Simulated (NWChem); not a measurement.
Molecule: GeH₂O, singlet; SMILES [GeH][OH]

```xyz
4

Ge     0.0390    -0.4028     0.0000
H     -1.5993    -0.4816     0.0000
O      0.1342     1.4076     0.0000
H     -0.7458     1.8303     0.0000
```
Atoms are numbered in this order, from 1.

Computed with NWChem. Geometry optimised at PBE-D3(BJ)/def2-SVP; all other runs use it. Low-valent species are run as closed-shell singlets; no triplet was tried in these runs. Vzz has the sign of the potential's second derivative.

| quantity | level | value |
|---|---|---|
| Vzz Ge1 (a.u.) | B3LYP/def2-TZVP | ? |
| −ε(HOMO) (eV) | LRC-wPBEh/def2-TZVP | ? |
| vertical, lowest state with f > 0.02, singlet (eV) | LDA (Slater exchange, VWN5)/def2-SVP, TDA | 4.99 |
| dipole (D) | LC-BLYP (range parameter 0.33 per bohr)/def2-TZVP | 1.28 |
| highest harmonic frequency (cm⁻¹) | PBE-D3(BJ)/def2-SVP | 3714 |

Q: What belongs in the gaps?

A: 
- Vzz Ge1 (a.u.), value: 3.901
- −ε(HOMO) (eV), value: 8.83
